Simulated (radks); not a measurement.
Question: Ta+, 72 electrons, occupied as [Xe] 4f14 5d3.5 6s0.5 (fractional occupations, a model configuration). Method: scalar-relativistic Kohn-Sham, r2SCAN, spin-unpolarised, spherical densities, finite nucleus; meta-GGA in the generalised Kohn-Sham scheme; Fermi nuclear charge, rms radius 5.3507 fm; computed with a radial shooting solver on a logarithmic mesh with Libxc functionals. Some entries of the table are withheld. Estimate them.

orbital  occ.  eigenvalue (eV)  <r^2> (bohr^2)
1s          2        -67443.64       0.0004789
2s          2        -11618.11        0.007374
2p          6        -10180.10        0.006085
3s          2        -2675.901         0.04785
3p          6        -2246.121         0.04859
3d         10        -1743.664         0.04040
4s          2        -555.9067          0.2376
4p          6        -414.3012          0.2703
4d         10        -232.0676             (1)
5s          2         -80.8140           1.374
5p          6         -46.7300           1.909
4f         14         -31.0436          0.5209
6s        0.5              (2)           11.09
5d        3.5          -9.6258           5.509

Answer: 
(1) 4d <r^2> (bohr^2): 0.3172
(2) 6s eigenvalue (eV): -10.8968
